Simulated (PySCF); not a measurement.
Task: Give a PBE0-D3(BJ)/def2-SVP geometry of `CBCC(F)(F)F`.

Result: 
```
atom  x, y, z in Å
C1     1.9873   -0.7064   -0.0751
B2     0.4331   -0.6522   -0.1804
C3    -0.3651    0.6731    0.1048
C4    -1.8611    0.5634    0.0870
F5    -2.4599    1.7311    0.3583
F6    -2.2970   -0.3188    0.9956
F7    -2.3111    0.1608   -1.1072
H8     2.4895    0.2445    0.1552
H9     2.2488   -1.4408    0.7096
H10    2.4168   -1.1302   -0.9995
H11   -0.1677   -1.6576   -0.4887
H12   -0.0512    1.0996    1.0727
H13   -0.0595    1.4198   -0.6502
```

Any rigid rotation of these coordinates is as good. Atoms count from 1 in this order. All 3 C–F bonds measure 1.338 to 1.340 Å. B2 (three-coordinate boron) is planar (angles 121.5°, 119.6° and 118.9°, sum 360.0°, 0.00 Å off the plane of its three neighbours).

Bonds between heavy atoms (Å): C1–B2 1.559, B2–C3 1.573, C3–C4 1.500, C4–F5 1.340, C4–F6 1.339, C4–F7 1.338.

The calculation used PBE0-D3(BJ)/def2-SVP geometry optimisation, gas phase (PySCF 2.14.0).

Point group: near Cs, missed by 0.28 Å at most; the miss may be what the optimiser left on a soft mode. Whether it is a minimum is left open (no frequencies). The numbers are those of one conformer (C1–B2–C3–C4 -175°).
